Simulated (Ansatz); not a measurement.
Relaxation of C2H11NSi2 (16 atoms, charge 0, multiplicity 1), to a largest force component of 0.015 eV/Å in at most 40 steps.

These are results of RKS B3LYP-D4/def2-SVP in Ansatz 0.2.0, not measurements.

```xyz
16
Properties=species:S:1:pos:R:3
C -1.043 -1.539 -0.562
Si 0.471 -0.557 -0.271
N 1.518 -0.833 -1.581
C 0.311 1.278 -0.082
Si -0.624 1.547 1.509
H -1.632 -1.078 -1.439
H -0.857 -2.548 -0.768
H -1.724 -1.433 0.282
H 1.196 -1.107 0.931
H 2.456 -0.409 -1.340
H 1.722 -1.833 -1.630
H 1.220 1.793 -0.066
H -0.397 1.698 -0.926
H 0.153 1.074 2.691
H -0.845 2.994 1.726
H -1.949 0.928 1.570
```

Problem. Where does it end, and by what steps?

Solution. The forces met the threshold. The force dipped under the threshold on the way, but the program's further checks kept it going. After 16 steps the energy has fallen by 0.698 eV; H16 moved furthest, 0.52 Å.

| step | energy less start (eV) | largest force component (eV/Å) | accepted |
| --- | --- | --- | --- |
| 0 | 0.0000 | 3.969 | yes |
| 1 | -0.5796 | 1.083 | yes |
| 2 | -0.6628 | 0.403 | yes |
| 3 | -0.6850 | 0.289 | yes |
| 4 | -0.6930 | 0.045 | yes |
| 5 | -0.6948 | 0.095 | yes |
| 6 | -0.6956 | 0.032 | yes |
| 7 | -0.6959 | 0.020 | yes |
| 8 | -0.6964 | 0.022 | yes |
| 9 | -0.6968 | 0.037 | yes |
| 10 | -0.6972 | 0.045 | yes |
| 11 | -0.6975 | 0.055 | yes |
| 12 | -0.6977 | 0.037 | yes |
| 13 | -0.6979 | 0.015 | yes |
| 14 | -0.6980 | 0.010 | yes |
| 15 | -0.6981 | 0.010 | yes |
| 16 | -0.6981 | 0.006 | yes |

```xyz
16
Properties=species:S:1:pos:R:3
C -1.011 -1.563 -0.417
Si 0.621 -0.652 -0.218
N 1.511 -0.826 -1.707
C 0.370 1.194 0.081
Si -0.783 1.666 1.497
H -1.608 -1.124 -1.232
H -0.846 -2.628 -0.653
H -1.606 -1.520 0.509
H 1.317 -1.204 0.995
H 2.371 -0.298 -1.827
H 1.629 -1.758 -2.096
H 1.354 1.657 0.277
H -0.014 1.646 -0.851
H -0.348 1.022 2.773
H -0.801 3.145 1.705
H -2.179 1.222 1.208
```

Whether the end is a true minimum wasn't checked by a vibrational analysis.

The run took 73 s on 2 threads of Arm Neoverse V1, with other jobs on the host, peak memory 0.34 GiB.
